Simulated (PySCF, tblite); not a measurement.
Species: C₆H₁₆OSi₂.
SMILES with atom numbers: `[CH3:1][CH2:2][C@H:3]1[CH2:4][C@H:5]([SiH2:6][O:7][SiH3:8])[CH2:9]1` (hydrogens: H10, H11, H12 on C1; H13, H14 on C2; H15 on C3; H16, H17 on C4; H18 on C5; H19, H20 on Si6; H21, H22, H23 on Si8; H24, H25 on C9)

Cartesian coordinates in Å at the GFN2-xTB level; atoms count from 1:
```
atom  x, y, z in Å
C1    -3.331   -0.918    0.597
C2    -2.735    0.430    0.206
C3    -1.335    0.281   -0.370
C4    -0.571    1.574   -0.699
C5     0.679    0.985   -0.019
Si6    1.995    0.350   -1.227
O7     3.126   -0.481   -0.418
Si8    4.015   -1.259    0.686
C9    -0.210   -0.112    0.601
H10   -4.326   -0.792    1.017
H11   -2.704   -1.410    1.337
H12   -3.405   -1.567   -0.274
H13   -3.377    0.913   -0.535
H14   -2.697    1.079    1.085
H15   -1.365   -0.389   -1.232
H16   -0.478    1.825   -1.755
H17   -0.976    2.436   -0.170
H18    1.128    1.651    0.723
H19    2.691    1.462   -1.877
H20    1.429   -0.597   -2.188
H21    4.776   -0.247    1.415
H22    4.871   -2.164   -0.077
H23    3.104   -1.985    1.573
H24   -0.470    0.095    1.639
H25    0.155   -1.135    0.529
```

Level of theory: PBE0/pcSseg-1 in PySCF (dipole) on a GFN2-xTB geometry, gas phase.

Masses are those of the commonest isotopes; rigid-rotor values at the optimised geometry. The values belong to one conformer with, in the numbering `[CH3:1][CH2:2][C@H:3]1[CH2:4][C@H:5]([SiH2:6][O:7][SiH3:8])[CH2:9]1`, C1–C2–C3–C4 -175°, C4–C5–Si6–O7 -170°, C2–C3–C4–C5 134°, C3–C4–C5–Si6 103°, C4–C5–C9–C3 14°, C2–C3–C9–C5 -134°.

Task: What are A, B and C (MHz)?

Result: Ia = 215.75, Ib = 1061.82, Ic = 1195.65 u·Å²; 505379 MHz·u·Å²/I gives A = 2342, B = 476.0, C = 422.7 MHz.

Task: What kind of rotor is it?

Result: A near-prolate asymmetric top; Ray's κ = -0.945.

Task: What does the inertial defect say?

Result: Not planar: Δ = Ic − Ia − Ib = -81.93 u·Å². For a rigid frame Δ = −2 Σ m c², so Σ m c² = 40.97 u·Å² lies off the ab plane: 19.11 from hydrogen and 21.86 from heavier atoms. The atom farthest from that plane is 1.86 Å away.

Task: Which types of transition are allowed, and where do some lines up to J = 2 fall?

Result: The dipole components are |μa| = 0.78 D, |μb| = 0.38 D, |μc| = 0.51 D. The squared components, which scale the intensities, stand as 1.00 : 0.24 : 0.42 (a : b : c). Some lines, for components of 0.1 D or more:

| type | branch | J(Ka,Kc) | MHz | lower level (cm⁻¹) |
| --- | --- | --- | --- | --- |
| a | R | 1(0,1) ← 0(0,0) | 899 | 0.000 |
| a | R | 2(1,2) ← 1(1,1) | 1744 | 0.092 |
| a | R | 2(0,2) ← 1(0,1) | 1796 | 0.030 |
| c | Q | 2(1,2) ← 2(0,2) | 1814 | 0.090 |
| a | R | 2(1,1) ← 1(1,0) | 1851 | 0.094 |
| c | Q | 1(1,1) ← 1(0,1) | 1866 | 0.030 |
| b | Q | 1(1,0) ← 1(0,1) | 1920 | 0.030 |
| b | Q | 2(1,1) ← 2(0,2) | 1974 | 0.090 |
| b | R | 1(1,1) ← 0(0,0) | 2765 | 0.000 |
| c | R | 1(1,0) ← 0(0,0) | 2818 | 0.000 |
| b | R | 2(1,2) ← 1(0,1) | 3610 | 0.030 |
| c | R | 2(1,1) ← 1(0,1) | 3770 | 0.030 |
| c | Q | 2(2,1) ← 2(1,1) | 5599 | 0.156 |
| b | Q | 2(2,0) ← 2(1,1) | 5600 | 0.156 |
| b | Q | 2(2,1) ← 2(1,2) | 5759 | 0.150 |
| b | R | 2(2,1) ← 1(1,0) | 7450 | 0.094 |
| c | R | 2(2,0) ← 1(1,0) | 7451 | 0.094 |
| c | R | 2(2,1) ← 1(1,1) | 7503 | 0.092 |
| b | R | 2(2,0) ← 1(1,1) | 7504 | 0.092 |

Task: Estimate the classical rotational partition function at 10 K, 100 K and 298.15 K.

Result: Point group C1, symmetry number σ = 1; q = (√π/σ)·√((kT/h)³/(ABC)), k/h = 20836.6 MHz/K: 7770 at 10 K, 246000 at 100 K, 1260000 at 298.15 K.

Its GFN2-xTB frequencies are all real (lowest 16 cm⁻¹). Zero-point vibration and centrifugal distortion are left out. A rigid rotor knows nothing of internal rotation, which can split or shift real lines.

On an Arm Neoverse N1 with one thread, no GPU, on a shared host, this took 93 s and 1.2 GiB of memory at its peak. This is the PBE0/pcSseg-1 job that gave the dipole, with the shieldings it also computed.
